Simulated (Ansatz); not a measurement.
Seven cases of atomisation energy with Al to Br (electronic energies, kcal/mol); geometries: B3LYP-D3(BJ)/def2-TZVP. The cases were drawn at random from those of this class that have a high level and all functionals, leaving out states under which another spin lies or may lie. Left out are anions, K, Ca, elements past Kr, ionisation of Li, Na and Mg, pi-pi* triplets of linear molecules and other triplets made from a closed-shell parent. Runs that doubt their state, and full CI more than 15 mEh from coupled cluster, are set aside; a case stays where another high level and all functionals remain. AFQMC serves as high level only in triple zeta or larger, with a steady walk, a bar under 0.8 kcal/mol and agreement with other high levels or trials where they ran; where none ran, an unstable determinant or (outside 3d species) a high T1 diagnostic also bars it, so strongly correlated cases are thinned. No case was kept or dropped by the size of a functional's miss. High levels with a bar over 0.5 kcal/mol are left out too, and the seventh case lies inside the range of the six. Affinities count positive where energy is released, gaps as the second state minus the first. r2SCAN is by Ansatz (a quantum-chemistry and plane-wave program) in def2-TZVPD. High levels (Ansatz): P = CCSD(T)/CBS(cc-pV(T+d)Z,cc-pV(Q+d)Z) + [CCSDT(Q) - CCSD(T)]/cc-pV(D+d)Z + core + X2C; Q = CCSD(T)/CBS(cc-pVTZ,cc-pVQZ) + [CCSDT(Q) - CCSD(T)]/cc-pVDZ; R = CCSD(T)/CBS(def2-TZVPP,def2-QZVPP) + [CCSDT(Q) - CCSD(T)]/def2-TZVPP + [CCSDTQ - CCSDT(Q)]/def2-SVP. Open shells are spin-unrestricted; no spin-orbit coupling. Correlated methods leave the cores frozen (noble-gas shells, and filled d and f shells in the p block). Rows without X2C or -DK are non-relativistic. CBS(X,Y): correlation extrapolated as X^-3, Hartree-Fock from the larger set. A bracket is a step between two methods taken in the basis named. Functionals run without relativity, which enters their misses. 'core' is core correlation in cc-pwCVTZ (1s frozen past Ne), 'X2C' scalar relativity in cc-pVTZ-DK, both at CCSD(T). Where a partner has so few electrons that a lower coupled-cluster level is exact, that level stands in. Spin-orbit terms, left out, reach several kcal/mol for Br and I, and more for heavier atoms. The UHF reference of CH4GeN ([N]=[CH][GeH3], doublet) is spin-contaminated (<S^2> up to 0.17 over the pure value in the sets run).

```
case                                      r2SCAN  level  high level
----------------------------------------  ------  -----  ----------
CH4GeN (SMILES [N]=[CH][GeH3], doublet)    529.1      Q       524.8
SiH3Br (bromosilane, SMILES [SiH3]Br)      324.7      R       326.3
CH5OSi (SMILES C[SiH]O, doublet)           671.3      P       671.4
SiH2Br (SMILES [SiH2]Br, doublet)          234.1      R       230.3
CH4BSe (SMILES C[B][SeH], doublet)         562.6      Q       550.2
GeN2H5 (SMILES [NH2][GeH][NH2], doublet)   574.6      Q       577.9
BP2H5 (SMILES PBP)                         556.7      P    withheld
```

### Question
Fit a straight line from r2SCAN to the high level over the first six rows by least squares, predict the seventh, and compare with the calculation.

### Answer
Means: r2SCAN 482.73, high level 480.15. Sxx = 139318, Sxy = 139143, slope 0.9987, intercept -1.96 kcal/mol; residual standard deviation 6.3 kcal/mol. Seventh row: 0.9987·(556.7) -1.96 = 554.0 kcal/mol. The calculation gave 553.5 kcal/mol: the line differs from it by +0.5, r2SCAN itself by +3.2.
